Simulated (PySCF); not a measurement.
Compound: C₉H₈.
SMILES: `C#C/C=C(\C#C)C(=C)C`

A linear-response calculation (PySCF, def2-SVPD basis, gas phase, vertical, core orbitals frozen in the response) gave these numbers; the functional is withheld.

Orbital energies (eV): HOMO-3 -9.57, HOMO-2 -9.34, HOMO-1 -9.14, HOMO -7.64, LUMO -0.91, LUMO+1 1.27, LUMO+2 1.55.

```json
{"state": "S1", "E (eV)": "4.47", "f": "0.545", "main configurations (H = HOMO, L = LUMO)": "H→L (94%)"}
{"state": "S2", "E (eV)": "4.84", "f": "0.0000", "main configurations (H = HOMO, L = LUMO)": "H-2→L (89%)"}
{"state": "S3", "E (eV)": "5.08", "f": "0.0000", "main configurations (H = HOMO, L = LUMO)": "H-3→L (87%)"}
{"state": "S4", "E (eV)": "5.41", "f": "0.098", "main configurations (H = HOMO, L = LUMO)": "H-1→L (92%)"}
{"state": "S5", "E (eV)": "5.82", "f": "0.0001", "main configurations (H = HOMO, L = LUMO)": "H→L+1 (32%), H→L+4 (19%), H→L+3 (17%)"}
{"state": "S6", "E (eV)": "6.21", "f": "0.023", "main configurations (H = HOMO, L = LUMO)": "H-4→L (66%), H→L+2 (10%)"}
```

Triplets, Tamm–Dancoff:

```csv
state,E (eV),λ (nm),"main configurations (H = HOMO, L = LUMO)"
T1,2.43,511.0,H→L (93%)
T2,3.94,314.3,"H-1→L (64%), H→L+2 (21%)"
T3,4.58,270.6,H-2→L (82%)
T4,4.80,258.4,"H-4→L (59%), H-1→L+2 (12%), H→L+9 (10%)"
```

Vertical ionisation energy by ΔSCF with the same functional: 8.24 eV. Mean static polarisability: 116.4 au.

Question: Name the functional.
A. HF
B. PBE0
C. CAM-B3LYP
D. PBE

Answer: C. CAM-B3LYP is range-separated, 19% exact exchange at short range and 65% at long range (ω = 0.33 bohr⁻¹). In this run −ε(HOMO) = 7.64 eV differs from the ΔSCF value by -0.60 eV, and S1 differs from the orbital gap of 6.72 eV by -2.26 eV. The ratio −ε(HOMO)/IP is 0.93. Usual ranges for neutral molecules in this basis: 0.85 to 0.93 with CAM-B3LYP, 0.5 to 0.7 with PBE, 0.7 to 0.83 with PBE0; Hartree–Fock can't fall below 1, since the ion's relaxation only lowers the ΔSCF value. The other options: PBE, a GGA without exact exchange; HF, time-dependent Hartree–Fock, 100% exact exchange; PBE0, a global hybrid with 25% exact exchange.

Method: TDDFT CAM-B3LYP/def2-SVPD, vertical, gas phase, core orbitals frozen in the response (PySCF 2.14.0, density-fitted response routines). One conformer (not necessarily the lowest) at the PBE0-D3(BJ)/def2-SVP geometry, without solvent, vibrations or thermal averaging.

On Arm Neoverse V1, one thread, shared host, this took 3.2 min of wall time.

The values belong to the conformer `[CH:1]#[C:2]/[CH:3]=[C:4](\[C:5]#[CH:6])[C:7](=[CH2:8])[CH3:9]`: C3–C4–C7–C8 180°.
